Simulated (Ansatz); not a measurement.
**Question.** Name a neutral molecule of C, N, Sb and H with HOMO energy (B3LYP/def2-TZVPP) between -6.40 and -6.10 eV and LUMO energy (PBE/def2-TZVPP) between -2.25 and -1.95 eV (Ansatz, PBE0-D4/def2-TZVP geometry).

**Answer.** `C=C=[N][SbH2]` (-6.11 eV, -2.03 eV). Other molecules can fit too; these were computed, each in one conformer that needn't be the lowest.

B3LYP here is the variant with VWN-RPA as its local correlation; programs differ in this.
